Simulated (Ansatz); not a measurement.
`SC#C[TeH]` + CH₃OH → `OCC#CS` + H₂Te at 500 K and 1 bar (formal exchange of groups at a C–Te bond).

Program: Ansatz. Geometries: PBE0-D4/def2-TZVP. ΔE: electronic, gas phase. CBS: MP2 limit from def2 TZ/QZ plus the TZ coupled-cluster correction, frozen cores. This one scheme is used for every species. def2 core potentials past Kr. For Te outer-core shells are correlated without core-valence functions, which leaves a few kJ/mol of doubt a bond. One conformer a species, not always the lowest.

```tsv
species	CCSD(T)/CBS energy (Eh)	H − E (kJ/mol)	S (J/(mol·K))
`SC#C[TeH]`	-742.72190	103.0	379.8
CH₃OH	-115.61712	157.0	265.4
`OCC#CS`	-589.42782	203.4	387.9
H₂Te	-268.91024	48.9	247.6
```

H − E and S are ideal-gas, rigid-rotor, harmonic terms from PBE0-D4/def2-TZVP, for one conformer and one mirror image of each species. 1 Eh = 2625.50 kJ/mol, R = 8.31446 J/(mol·K).

Problem. By hand: ΔE, ΔH, ΔS and ΔG.

Solution. ΔE = (-589.42782) + (-268.91024) − (-742.72190) − (-115.61712) = 0.00096 Eh = 2.5 kJ/mol. Δ(H − E) = 203.4 + 48.9 − 103.0 − 157.0 = -7.7, so ΔH = -5.2 kJ/mol. ΔS = 387.9 + 247.6 − 379.8 − 265.4 = -9.7 J/(mol·K). ΔG = -5.2 − 500 × (-9.7)/1000 = -0.4 kJ/mol.

Problem. By hand: the equilibrium constant, and the temperature at which ΔG would vanish if ΔH and ΔS stayed fixed.

Solution. log₁₀ K = −ΔG/(RT ln 10) = 0.0. ΔG = 0 at ΔH/ΔS = 536 K, though so small a ΔH makes that figure unsure.

TΔS isn't small against ΔH here. The sign of ΔG lies within the doubt. A doubt of 5 kJ/mol in ΔE shifts log₁₀ K by 0.5 here. Other conformers and mirror images would add mixing entropy, several J/(mol·K) or more a flexible species. These are equilibria of isolated gas molecules and say nothing of rates. Largest T1 diagnostic: 0.013 (customary marks: 0.02 for closed shells, 0.045 for open ones).
